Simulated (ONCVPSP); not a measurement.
# Configuration tests for lithium (Li) (ONCV)

lithium (Li), optimised norm-conserving Vanderbilt (ONCV), made with ONCVPSP 4.0.1 (LDA (Perdew-Wang 92), scalar-relativistic). Core [He], reference 2s0.5 2p0.5. Waves: 2s: rc 2.75 bohr, ncon 4, nbas 7, qcut 1.9 1/bohr, 2 projectors, debl 1.6 Ha; 2p: rc 4.00 bohr, ncon 3, nbas 7, qcut 1.7 1/bohr, 1 projector. Local part: polynomial inside 2.45 bohr (lpopt 5, dvloc0 -1 Ha). Core correction: Teter function, fcfact 4.75, rcfact 1.75.

Energies are relative to the spin-unpolarised reference configuration 2s0.5 2p0.5; without spin polarisation the order of configurations can differ from experiment.

| valence configuration | charge | ΔE all-electron (eV) | error AE − PS (meV) |
| --- | --- | --- | --- |
| 2s1 2p0 | 0 | -0.874 | -4.5 |
| 2s0.5 2p0 | +0.5 | 1.169 | +2.2 |
| 2s0 2p1 | 0 | 0.878 | -4.8 |

Note: no bound ghost flagged; GHOST(+) flagged for p at 82.5 eV.
